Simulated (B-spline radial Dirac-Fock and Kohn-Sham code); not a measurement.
**Pt 3d3/2: cross section and angular parameters**

System: atomic platinum, configuration [Xe] 4f14 5d9 6s1; threshold 2202.0 eV (tabulated edge). Level of theory: Dirac-Hartree-Slater photoionisation with a Latter tail; cross sections with all multipoles, angular parameters from the dipole term and its interference with E2; a radial finite-basis atomic code.

Input file task.json (cfg lists n, l and occupation; rrms is the nuclear radius in fm):

```json
{"items": [{
  "Z": 78,
  "q": 0,
  "cfg": [[1, 0, 2], [2, 0, 2], [2, 1, 6], [3, 0, 2], [3, 1, 6], [3, 2, 10], [4, 0, 2], [4, 1, 6], [4, 2, 10], [4, 3, 14], [5, 0, 2], [5, 1, 6], [5, 2, 9], [6, 0, 1]],
  "A": 195,
  "rrms": 5.427,
  "do": "xps",
  "hv": [55.9, 88.8, 113.0, 125.0, 150, 212.0, 259.0, 300, 400, 465.0, 469.0, 490.0, 604.0, 697.0, 800, 1340.0, 1486.9, 2510.0, 3740.0, 3990.0, 4000, 4510.0, 5160.0, 6000, 6920.0, 7220.0, 7420.0, 9360.0, 13000.0, 15000],
  "edges": {"K": 78395.0, "L1": 13880.0, "L2": 13273.0, "L3": 11564.0, "M1": 3296.0, "M2": 3027.0, "M3": 2645.0, "M4": 2202.0, "M5": 2122.0, "N1": 725.4, "N2": 609.1, "N3": 519.4, "N4": 331.6, "N5": 314.6, "N6": 74.5, "N7": 71.2, "O1": 101.7, "O2": 65.3}
}]}
```

Run with: `python xray2_run.py task.json out`

| hν (eV) | σ (kb) | β | γ | δ |
| --- | --- | --- | --- | --- |
| 2510 | 261 | 0.510 | -0.161 | -0.020 |
| 3740 | 90.0 | 1.124 | -0.067 | 0.049 |
| 3990 | 75.0 | 1.167 | 0.006 | 0.059 |
| 4000 | 74.4 | 1.169 | 0.009 | 0.059 |
| 4510 | 52.6 | 1.227 | 0.162 | 0.074 |
| 5160 | 35.3 | 1.266 | 0.351 | 0.089 |
| 6000 | ? | ? | ? | ? |
| 6920 | 14.3 | 1.286 | 0.801 | 0.121 |
| 7220 | 12.5 | 1.284 | 0.868 | 0.126 |
| 7420 | 11.4 | 1.281 | 0.912 | 0.129 |
| 9360 | 5.36 | 1.243 | 1.280 | 0.160 |
| 13000 | 1.77 | 1.150 | 1.787 | 0.217 |
| 15000 | 1.08 | 1.099 | 2.000 | 0.249 |

Problem. Give the values at 6000 eV.

Solution. σ = 22.3 kb, β = 1.286, γ = 0.577, δ = 0.105.

Values without a named source are computed, but for edge energies of neutral atoms, which are taken from tables.
